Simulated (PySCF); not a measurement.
A structure optimised at PBE-D3(BJ)/def2-SVP, used in a PySCF frequency run:

```xyz
13

C      0.0223     2.2004     0.0000
C      0.0612     0.7048     0.0000
C      1.1321    -0.1404     0.0000
C      0.5956    -1.5405     0.0000
N     -0.8585    -1.4500     0.0000
C     -1.1244    -0.1779     0.0000
H     -0.5180     2.5880     0.8897
H     -0.5180     2.5880    -0.8897
H      1.0389     2.6378     0.0000
H      2.1950     0.1390     0.0000
H      0.9298    -2.1338    -0.8831
H      0.9298    -2.1338     0.8831
H     -2.1689     0.1865     0.0000
```
Charge 0, spin multiplicity 1.

Task: Write its SMILES, formula and point group.

Result: CC1=CCN=C1, C5H7N, Cs

Task: What are its rotational constants (standard atomic weights)?

Result: 8.2648, 3.2483, 2.4020 GHz
